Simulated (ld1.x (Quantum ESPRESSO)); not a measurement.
## Pseudopotential generation for Kr (Z = 36): RRKJ, LDA (PZ), fully relativistic.

```
Element                 : krypton (Kr)
Generator               : ld1.x (Quantum ESPRESSO) 7.5
Type                    : norm-conserving RRKJ (Kleinman–Bylander form)
Functional              : LDA (PZ)
Relativity              : fully relativistic
Frozen core             : [Ne] 3s2
Valence charge          : 24
Reference configuration : 3p6 3d10 4s2 4p5.75 (charge +0.25)
Partial waves           : 3p (bound): rc 0.80 bohr; 3d (bound): rc 0.80 bohr; 4f channel at 0.3 Ry: rc 1.10 bohr; 4s (bound): rc 1.45 bohr
Local potential         : the s channel
Core correction         : a·sin(br)/r model core, default radius (core density twice the valence density)
rho0                    : 0.01
```

Open shells are filled in proportion to 2j + 1 (rel_dist='average').

Occupied shells without a wave of their own: 4p. They enter only through the test configuration that unscreens the potential, and ld1.x also counts them in the model core charge.

All-electron outer shells of the reference configuration (LDA (PZ), scalar-relativistic, ld1.x):

```
shell  level (eV)  outermost node (bohr)  outermost maximum (bohr)
   2p    -1650.58                      –                      0.12
   3s     -265.87                   0.22                      0.47
   3p     -197.72                   0.20                      0.46
   3d      -84.51                      –                      0.41
   4s      -25.83                   0.64                      1.34
   4p      -11.85                   0.67                      1.54
```

What the tests gave:

| Property | Result |
| --- | --- |
| Cutoffs needed | over 300 Ry and over 300 Ry (the cutoffs (Ry, on a coarse ladder) from which the occupation-weighted sum of valence levels, in a spherical-Bessel basis at the reference potential, stays within 10 and 1 mRy of its value at 400 Ry) |
| Ghost test | no extra level below or beside the all-electron valence levels (p1/2, p3/2, d3/2, d5/2, f5/2, f7/2, s tested) (spherical-Bessel basis up to 400 Ry, 20 bohr box) |
| Configuration tests | no test is counted, since the test run did not reproduce the reference configuration |

The potential misses its own reference levels by up to 5.1 eV, so it is not fit for use. ld1.x takes every shell without a wave as core, so the model core holds the 4p electrons as well and exchange and correlation see them twice. This cancels in the reference configuration, but the file is broken for other ones, and its errors say nothing about a proper core correction.

Generation and tests took about 4.1 s on one core of a shared server CPU.
